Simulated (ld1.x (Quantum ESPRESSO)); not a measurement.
# Reading a pseudo-wave (praseodymium)

Columns: radius, all-electron u(r) and pseudo u(r) of the 5p shell (level -24.05 eV) of praseodymium in the configuration [Kr] 4d10 4f2 5s2 5p6 5d1 6s2 6p0; LDA (PZ), scalar-relativistic, TM semilocal scheme, ld1.x (Quantum ESPRESSO) 7.5.

| r (bohr) | all-electron | pseudo |
| --- | --- | --- |
| 0.178 | -0.2962 | -0.0209 |
| 0.355 | 0.1703 | -0.0828 |
| 0.533 | 0.4599 | -0.1848 |
| 0.710 | 0.1840 | -0.3214 |
| 0.888 | -0.2437 | -0.4837 |
| 1.065 | -0.5868 | -0.6486 |
| 1.243 | -0.7933 | -0.7863 |
| 1.420 | -0.8782 | -0.8648 |
| 1.598 | -0.8780 | -0.8733 |
| 1.775 | -0.8255 | -0.8251 |
| 1.953 | -0.7451 | -0.7451 |
| 2.130 | -0.6544 | -0.6544 |
| 2.308 | -0.5629 | -0.5629 |
| 2.485 | -0.4774 | -0.4774 |
| 2.662 | -0.4005 | -0.4005 |
| 2.840 | -0.3327 | -0.3327 |
| 3.018 | -0.2746 | -0.2746 |
| 3.195 | -0.2256 | -0.2256 |
| 3.373 | -0.1844 | -0.1844 |
| 3.550 | -0.1503 | -0.1503 |
| 3.728 | -0.1220 | -0.1220 |
| 3.905 | -0.0989 | -0.0989 |
| 4.083 | -0.0799 | -0.0799 |
| 4.260 | -0.0645 | -0.0645 |
| 4.438 | -0.0520 | -0.0520 |
| 4.615 | -0.0418 | -0.0418 |

Task: How many radial nodes do the two functions have?

Result: The all-electron 5p function has n − l − 1 = 3 (the table is too coarse to show those close to the nucleus); the pseudo-wave has 0, since the states of the same l below it are removed with the core.

Task: At about which radius was the pseudo-wave matched?

Result: 2.00 bohr. The columns agree to 0.0005 from 1.77 bohr on; several derivatives are matched, so the curves merge somewhat inside the radius.

Task: Where does each function peak?

Result: Outermost all-electron maximum near 1.42 bohr, pseudo maximum near 1.60 bohr (to the table’s step).

Task: Is the pseudo-wave norm-conserving?

Result: Yes: the TM semilocal scheme keeps the norm inside the radius equal to the all-electron one, which fixes the energy derivative of the logarithmic derivative at the level.
